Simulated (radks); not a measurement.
The numbers below are computed, except where a source is named.
Q: Tc II, configuration [Kr] 4d5 5s1 (the NIST ground configuration). Level of theory: Dirac Kohn-Sham, PBE, spin-unpolarised, spherical densities, point nucleus; open shells fill j = l - 1/2 first (a radial shooting solver on a logarithmic mesh with Libxc functionals). Some entries of the table are withheld. Estimate them.

orbital  occ.  eigenvalue (hartree)  r(max) (bohr)
1s1/2       2             -766.7992        0.02228
2s1/2       2             -109.6078         0.1263
2p1/2       2             -101.0900        0.09814
2p3/2       4             -96.74426         0.1020
3s1/2       2             -19.31767         0.3725
3p1/2       2             -16.04475         0.3595
3p3/2       4             -15.31807         0.3689
3d3/2       4              -9.53003         0.3099
3d5/2       6              -9.39036         0.3126
4s1/2       2                   (1)         0.9498
4p1/2       2              -2.01408          1.007
4p3/2       4              -1.90600          1.032
4d3/2       4              -0.52174            (2)
4d5/2       1              -0.51092            (3)
5s1/2       1              -0.41784          2.622

A: 
(1) 4s1/2 eigenvalue (hartree): -2.96878
(2) 4d3/2 r(max) (bohr): 1.262
(3) 4d5/2 r(max) (bohr): 1.274
